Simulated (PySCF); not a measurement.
LiCl, SMILES [Li][Cl]. The structure is a stationary point at PBE-D3(BJ)/def2-TZVPD.

The numbers are results of PBE-D3(BJ)/def2-TZVPD (PySCF), not measurements.

Harmonic wavenumbers (cm⁻¹): 635. Rotational constants (GHz): 21.18 (linear); symmetry number 1.

**Question.** Work out the zero-point energy and the ideal-gas rigid-rotor harmonic-oscillator thermochemistry at 298.15 K and 1 atm.

**Answer.** ZPE = ½ Σ hcν = ½ × 635 cm⁻¹ = 3.80 kJ/mol. H − E(el) = 12.84 kJ/mol. Entropy in J/(mol K): translation 155.48, rotation 55.55, vibration 1.65, total 212.67. G − E(el) = -50.56 kJ/mol. Cp = 33.11 J/(mol K).
